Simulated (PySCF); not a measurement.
**$^{31}$P chemical shifts**

PySCF 2.14.0 with density-fitted response routines calculation with GFN2-xTB geometry and σ from GIAO-PBE0/pcSseg-1; gas phase, a single conformation, rapidly exchanging positions averaged, relativity neglected.

Shieldings were converted by a linear fit to measured shifts: $^{31}$P: δ = 270.09 − 0.828σ (rms 18.1 ppm, 64 shifts vs H3PO4, solution or neat liquid). Occasional misses reach two or three times the rms, and more in compound classes unlike the fitted ones.

Question: Give the $^{31}$P shifts of `CC(=O)c1cpcpc1C`, `COc1pc(C#N)cs1`, `Clc1ccpcn1`.

Answer: 
```json
{"compound": "[CH3:1][C:2](=[O:3])[c:4]1[cH:5][p:6][cH:7][p:8][c:9]1[CH3:10]", "environment": "P8: phosphorus bonded to 2 C, in a 6-membered ring", "δ (ppm)": "231.4"}
{"compound": "[CH3:1][C:2](=[O:3])[c:4]1[cH:5][p:6][cH:7][p:8][c:9]1[CH3:10]", "environment": "P6: phosphorus bonded to 2 C, in a 6-membered ring", "δ (ppm)": "210.7"}
{"compound": "COc1pc(C#N)cs1", "environment": "phosphorus bonded to 2 C, in a 5-membered ring", "δ (ppm)": "117.4"}
{"compound": "Clc1ccpcn1", "environment": "phosphorus bonded to 2 C, in a 6-membered ring", "δ (ppm)": "174.3"}
```

Question: Order these by $^{31}$P shift, lowest first.
A. Cc1[pH]c(F)cc1C(F)(F)F
B. CSc1ncccp1
C. Clc1cnccp1
D. COc1pc(C#N)cs1

Answer: A (-60.7 ppm, ring phosphorus), D (117.4 ppm, phosphorus bonded to 2 C, in a 5-membered ring), B (172.4 ppm, phosphorus bonded to 2 C, in a 6-membered ring), C (225.0 ppm, phosphorus bonded to 2 C, in a 6-membered ring).
